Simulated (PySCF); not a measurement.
C₆ coefficients of unlike pairs at BP86

Calculated with PySCF 2.14 from the dipole response of each species, C₆(A,B) = (3/π) ∫ α_A(iu) α_B(iu) du, in atomic units, from isotropic polarisabilities. For ions this is the dispersion term alone; charge-induced terms of lower order in 1/R come first.

```
species           configuration                                                                                      basis      relativity  α (bohr³)  C₆ (like pair)
    Mg⁺           [Ne] 3s1 (2S)                                                                      aug-cc-pCVDZ (6s5p3d)            none      33.10           140.9
     As  [Ar] 3d10 4s2 4p3 (4S)  aug-cc-pVTZ-PP with one added diffuse shell each of s, d, f type with ECP10MDF (7s5p5d3f)  core potential      33.91           289.4
      F       [He] 2s2 2p5 (2P)                                                                     dyall-av3z (15s9p3d2f)   spin-free X2C      3.718           10.12
    Li⁺                1s2 (1S)                     x2c-QZVPPall with one added diffuse shell each of s, p type (7s5p2d1f)   spin-free X2C     0.2057         0.08378
```

**Question.** Estimate C₆ for As with Mg⁺.

**Answer.** The integral gives 190.2. The combination rule 2 C_A C_B / (C_A α_B/α_A + C_B α_A/α_B) gives 191.0 and the geometric mean 201.9.

No spin-orbit coupling is included.

The other pairs:

| pair | C₆ |
| --- | --- |
| Li⁺, Mg⁺ | 1.737 |
| Li⁺, F | 0.8467 |
| Li⁺, As | 3.316 |
| F, Mg⁺ | 27.19 |
| F, As | 47.88 |
